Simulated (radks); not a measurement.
Values are calculated unless marked as measured or tabulated.
Isoelectronic series with 38 electrons, all held in the configuration [Kr] 5s2, which need not be the ground one along the series. Code: a radial shooting solver on a logarithmic mesh with Libxc functionals. Model: Dirac Kohn-Sham, PBE, spin-unpolarised, spherical densities, finite nucleus; Fermi nuclear charge, rms radius of each element as measured or else 0.836 A^(1/3) + 0.57 fm. Total energies (hartree) and orbital eigenvalues (hartree):

ion    E (hartree)      5s1/2      4p3/2
Sr     -3179.76593   -0.12957   -0.82478
Nb3+   -3817.91901   -1.06707   -2.64003
Ag9+   -5289.92608   -4.34538   -8.30995
Sn12+  -6125.41015   -6.60975  -12.06738
I15+   -7028.63196   -9.27861  -16.42105
Ba18+   -8000.8560  -12.35067  -21.36585
Pr21+   -9043.5112  -15.82756  -26.89968
Sm24+  -10158.1577  -19.71285  -33.02225
Tb27+  -11346.6543  -24.01179  -39.73442

Estimate the row of Ru6+.

Answer. E (hartree) -4521.07224; 5s1/2 -2.49191; 4p3/2 -5.15953.
